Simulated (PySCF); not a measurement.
Compound: C7H15NO.
SMILES with atom numbers: `[CH3:1][CH:2]([CH3:3])[C:4]([CH3:5])([CH3:6])[NH:7][CH:8]=[O:9]` (hydrogens: H10, H11, H12 on C1; H13 on C2; H14, H15, H16 on C3; H17, H18, H19 on C5; H20, H21, H22 on C6; H23 on N7; H24 on C8)

The same species was optimised twice, with GFN2-xTB and with PBE0-D3(BJ)/def2-SVP (PySCF), and the same property calculations (PySCF, gas phase) were run on both structures.

| coordinate | GFN2-xTB | PBE0-D3(BJ)/def2-SVP | change |
| --- | --- | --- | --- |
| N7–C8 (Å) | 1.343 | 1.352 | +0.009 |
| C8=O9 (Å) | 1.206 | 1.212 | +0.006 |
| C2–C4 (Å) | 1.549 | 1.553 | +0.004 |
| C2–C3 (Å) | 1.528 | 1.524 | -0.004 |
| C1–C2 (Å) | 1.531 | 1.528 | -0.003 |
| C4–C6 (Å) | 1.534 | 1.532 | -0.002 |
| C4–C5 (Å) | 1.530 | 1.530 | 0.000 |
| C4–N7 (Å) | 1.469 | 1.469 | 0.000 |
| C1–C2–C3 (°) | 109.1 | 110.1 | +1.0 |
| C5–C4–N7 (°) | 108.8 | 109.6 | +0.8 |
| C1–C2–C4 (°) | 112.2 | 113.0 | +0.8 |
| N7–C8–O9 (°) | 127.3 | 126.5 | -0.8 |
| C2–C4–N7 (°) | 106.5 | 105.7 | -0.8 |
| C2–C4–C5 (°) | 112.6 | 112.0 | -0.6 |
| C4–N7–C8 (°) | 125.6 | 126.2 | +0.6 |
| C6–C4–N7 (°) | 108.1 | 108.6 | +0.5 |
| C1–C2–C4–C5 (°) | -54 | -55 | -1 |
| C2–C4–N7–C8 (°) | -176 | -177 | -1 |
| C4–N7–C8–O9 (°) | 2 | 3 | +1 |

Rotational constants: A = 2772, B = 1092, C = 978.0 MHz (GFN2-xTB) against A = 2740, B = 1086, C = 970.8 MHz (PBE0-D3(BJ)/def2-SVP). Point groups within 0.08 Å: C1 and C1.

On the GFN2-xTB structure: HOMO (eV) -7.21 [PBE0/pcSseg-1]; LUMO (eV) 0.86 [PBE0/pcSseg-1]; dipole (D) 3.89 [PBE0/pcSseg-1]; GIAO shielding of C1/C3 (mean) (ppm) 168.3 [PBE0/pcSseg-1]; GIAO shielding of C2 (ppm) 144.6 [PBE0/pcSseg-1]; GIAO shielding of C4 (ppm) 129.5 [PBE0/pcSseg-1]; GIAO shielding of C5/C6 (mean) (ppm) 164.5 [PBE0/pcSseg-1]; GIAO shielding of N7 (ppm) 103.8 [PBE0/pcSseg-1]; GIAO shielding of C8 (ppm) 25.1 [PBE0/pcSseg-1]; GIAO shielding of O9 (ppm) -91.1 [PBE0/pcSseg-1].

Task: What do these properties become on the PBE0-D3(BJ)/def2-SVP structure?

Result: 
```tsv
property	level	on GFN2-xTB	on PBE0-D3(BJ)/def2-SVP	change
HOMO (eV)	PBE0/pcSseg-1	-7.21	-7.23	-0.02
LUMO (eV)	PBE0/pcSseg-1	0.86	0.79	-0.07
dipole (D)	PBE0/pcSseg-1	3.89	3.88	-0.01
energy, GFN2-xTB geometry as zero (kcal/mol)	PBE0/pcSseg-1	0.0	-0.7	-0.7
GIAO shielding of C1/C3 (mean) (ppm)	PBE0/pcSseg-1	168.3	166.5	-1.8
GIAO shielding of C2 (ppm)	PBE0/pcSseg-1	144.6	143.2	-1.4
GIAO shielding of C4 (ppm)	PBE0/pcSseg-1	129.5	129.0	-0.5
GIAO shielding of C5/C6 (mean) (ppm)	PBE0/pcSseg-1	164.5	162.4	-2.1
GIAO shielding of N7 (ppm)	PBE0/pcSseg-1	103.8	101.0	-2.8
GIAO shielding of C8 (ppm)	PBE0/pcSseg-1	25.1	22.8	-2.3
GIAO shielding of O9 (ppm)	PBE0/pcSseg-1	-91.1	-99.5	-8.4
```

The heavy atoms differ by 0.020 Å rms after alignment. Among bonds between heavy atoms N7–C8 changes most (+0.009 Å). Changes are differences of the printed values. Neither structure is proved a minimum here.

Conformer computed: `[CH3:1][CH:2]([CH3:3])[C:4]([CH3:5])([CH3:6])[NH:7][CH:8]=[O:9]`: C1–C2–C4–C5 -55°, C2–C4–N7–C8 -177°, C4–N7–C8–O9 3°.
